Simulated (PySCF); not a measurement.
Isomers C4H11NSi2:

A. `C=CC(=C)N([SiH3])[SiH3]`
B. `C=C/C=C\N([SiH3])[SiH3]`
C. SMILES CN(C)[SiH2]C#C[SiH3]

Spectrum 1. $^{13}$C{$^{1}$H} NMR (computed): δ 120.1 (C), 111.4 (C), 40.7 (CH3).

Spectrum 2. $^{13}$C{$^{1}$H} NMR (computed): δ 163.4 (C), 146.2 (CH), 122.7 (CH2), 112.6 (CH2).

Spectrum 3. $^{13}$C{$^{1}$H} NMR (computed): δ 144.3 (CH), 139.9 (CH), 121.5 (CH), 118.6 (CH2).

Theory: PBE0/pcSseg-1 with gauge-including orbitals, GFN2-xTB structure, in PySCF (no relativistic terms, single conformer, isolated molecule, averaged over atoms made equivalent by symmetry, fast rotation or ring inversion).

Shifts are taken against calculated references (same method and geometry level): $^{13}$C vs TMS. Shifts are as computed. Against solution values, carbons near 30 ppm lie about +3 ppm off and those near 130 ppm about +5 ppm. Of 1211 compounds with measured shifts, 218 miss one by over three times the rms of a fit or turn the order of signals round; such compounds aren't used in these exercises.

Question: Which spectrum belongs to which compound?

Answer: 1–C, 2–A, 3–B.

- Spectrum 1 (C): 3 $^{13}$C signals; δC 40.7 is a methyl carbon bonded to N; δC 120.1 is an alkyne carbon.
- Spectrum 2 (A): 4 $^{13}$C signals; δC 163.4 is an alkene carbon bearing nitrogen; δC 146.2 is an alkene CH.
- Spectrum 3 (B): 4 $^{13}$C signals; δC 144.3 is an alkene carbon bearing nitrogen; δC 139.9 is an alkene CH.
